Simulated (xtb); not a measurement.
xtb input (GFN2-xTB):

```bash
xtb mol.xyz --gfn 2 --ohess tight --chrg 0 --uhf 0
```
mol.xyz:
```
3

Si    -0.10732209    -0.24670416     0.85181258
H     -1.09672377    -0.67153671    -0.15757686
Br     1.20766360     0.89969012    -0.62403578
```

Output:

```
           -------------------------------------------------
          |                Calculation Setup                |
           -------------------------------------------------

           -------------------------------------------------
          |                 G F N 2 - x T B                 |
           -------------------------------------------------

        Reference                      10.1021/acs.jctc.8b01176
      * Hamiltonian:
        H0-scaling (s, p, d)           1.850000    2.230000    2.230000
        zeta-weighting                 0.500000
      * Dispersion:
        s8                             2.700000
        a1                             0.520000
        a2                             5.000000
        s9                             5.000000
      * Repulsion:
        kExp                           1.500000    1.000000
        rExp                           1.000000
      * Coulomb:
        alpha                          2.000000
        third order                    shell-resolved
        anisotropic                    true
        a3                             3.000000
        a5                             4.000000
        cn-shift                       1.200000
        cn-exp                         4.000000
        max-rad                        5.000000

          ...................................................
          :                      SETUP                      :
          :.................................................:
          :  # basis functions                  21          :
          :  # atomic orbitals                  19          :
          :  # shells                            7          :
          :  # electrons                        12          :
          :  max. iterations                   250          :
          :  Hamiltonian                  GFN2-xTB          :
          :  restarted?                      false          :
          :  GBSA solvation                  false          :
          :  PC potential                    false          :
          :  electronic temp.          300.0000000     K    :
          :  accuracy                    1.0000000          :
          :  -> integral cutoff          0.2500000E+02      :
          :  -> integral neglect         0.1000000E-07      :
          :  -> SCF convergence          0.1000000E-05 Eh   :
          :  -> wf. convergence          0.1000000E-03 e    :
          :  Broyden damping             0.4000000          :
          :  net charge                          0          :
          :  unpaired electrons                  0          :
          ...................................................

 iter      E             dE          RMSdq      gap      omega  full diag
   1     -6.3066776 -0.630668E+01  0.153E+01    2.17       0.0  T
   2     -6.3216857 -0.150081E-01  0.106E+01    2.06       1.0  T
   3     -6.3239737 -0.228800E-02  0.398E+00    2.19       1.0  T
   4     -6.3240106 -0.369043E-04  0.119E+00    2.23       1.0  T
   5     -6.3238436  0.166988E-03  0.784E-01    2.38       1.0  T
   6     -6.3241733 -0.329664E-03  0.599E-01    2.36       1.0  T
[...]
molecular dipole:
                 x           y           z       tot (Debye)
 q only:       -0.590      -0.592       1.039
   full:       -1.184      -0.942       0.892       4.463
molecular quadrupole (traceless):
                xx          xy          yy          xz          yz          zz
 q only:       -1.791      -2.071      -0.267       0.959       0.418       2.058
  q+dip:       -2.007      -4.220       0.274       3.416       2.545       1.733
   full:       -1.313      -5.055       2.030       2.327       2.839      -0.717

           -------------------------------------------------
          |                Geometry Summary                 |
           -------------------------------------------------

      molecular mass/u    :      108.9969672
   center of mass at/Å    :        0.8409643       0.5849359      -0.2363942
  moments of inertia/u·Å² :        0.2116038E+01   0.1104134E+03   0.1125294E+03
rotational constants/cm⁻¹ :        0.7966602E+01   0.1526774E+00   0.1498064E+00

 * 1 selected distances

     #   Z          #   Z                                           value/Å
     1  14 Si       2   1 H                                       1.4822478 (max)

 * 1 distinct bonds (by element types)

   Z      Z             #   av. dist./Å        max./Å        min./Å
   1 H   14 Si          1     1.4822478     1.4822478     1.4822478

           -------------------------------------------------
          |               Frequency Printout                |
           -------------------------------------------------
 projected vibrational frequencies (cm⁻¹)
eigval :       -0.00    -0.00    -0.00     0.00     0.00     0.00
eigval :      360.63   744.40  2096.92
 reduced masses (amu)
   1: 32.26   2: 70.46   3: 31.41   4: 15.38   5: 56.66   6: 74.83   7: 41.68   8:  2.38
   9:  1.92
 IR intensities (km·mol⁻¹)
   1:  5.22   2:  3.68   3:  1.54   4: 10.67   5:  2.06   6:  1.24   7: 25.91   8:158.62
   9:376.87
 Raman intensities (Ä⁴*amu⁻¹)
   1:  0.00   2:  0.00   3:  0.00   4:  0.00   5:  0.00   6:  0.00   7:  0.00   8:  0.00
   9:  0.00
 output can be read by thermo (or use thermo option).
 writing <g98.out> molden fake output.
 recommended (thermochemical) frequency scaling factor: 1.0
           -------------------------------------------------
          |             Thermodynamic Functions             |
           -------------------------------------------------

cs  symmetry found (for desy threshold:  0.10E+00) used in thermo

          ...................................................
          :                      SETUP                      :
          :.................................................:
          :  # frequencies                           3      :
          :  # imaginary freq.                       0      :
          :  linear?                             false      :
          :  only rotor calc.                    false      :
          :  symmetry                               cs      :
          :  rotational number                       1      :
          :  scaling factor                  1.0000000      :
          :  rotor cutoff                   50.0000000 cm⁻¹ :
          :  imag. cutoff                  -20.0000000 cm⁻¹ :
          :.................................................:

    mode    ω/cm⁻¹     T·S(HO)/kcal·mol⁻¹    T·S(FR)/kcal·mol⁻¹   T·S(vib)
   ------------------------------------------------------------------------
   ------------------------------------------------------------------------

   temp. (K)  partition function   enthalpy   heat capacity  entropy
                                   cal/mol     cal/K/mol   cal/K/mol   J/K/mol
 298.15  VIB   1.25                  279.948      2.308      1.378
Note: The following floating-point exceptions are signalling: IEEE_DENORMAL
normal termination of xtb
         ROT  0.124E+05              888.752      2.981     21.710
         INT  0.154E+05             1168.700      5.289     23.088
         TR   0.110E+28             1481.254      4.968     39.957
         TOT                        2649.9538    10.2572    63.0443   263.7775

       T/K    H(0)-H(T)+PV         H(T)/Eh          T*S/Eh         G(T)/Eh
   ------------------------------------------------------------------------
    298.15    0.422297E-02    0.115176E-01    0.299544E-01   -0.184368E-01
   ------------------------------------------------------------------------

         :::::::::::::::::::::::::::::::::::::::::::::::::::::
         ::                  THERMODYNAMIC                  ::
         :::::::::::::::::::::::::::::::::::::::::::::::::::::
         :: total free energy          -6.330338806782 Eh   ::
         ::.................................................::
         :: total energy               -6.311901966781 Eh   ::
         :: zero point energy           0.007294588621 Eh   ::
         :: G(RRHO) w/o ZPVE           -0.025731428622 Eh   ::
         :: G(RRHO) contrib.           -0.018436840001 Eh   ::
         :::::::::::::::::::::::::::::::::::::::::::::::::::::

optimized geometry written to: xtbopt.xyz

           -------------------------------------------------
          | TOTAL ENERGY               -6.311901966781 Eh   |
          | TOTAL ENTHALPY             -6.300384407975 Eh   |
          | TOTAL FREE ENERGY          -6.330338806782 Eh   |
          | GRADIENT NORM               0.000038961292 Eh/α |
          | HOMO-LUMO GAP               2.340643484195 eV   |
           -------------------------------------------------

------------------------------------------------------------------------
------------------------------------------------------------------------
 total:
 SCF:
 ANC optimizer:
 analytical hessian:
```
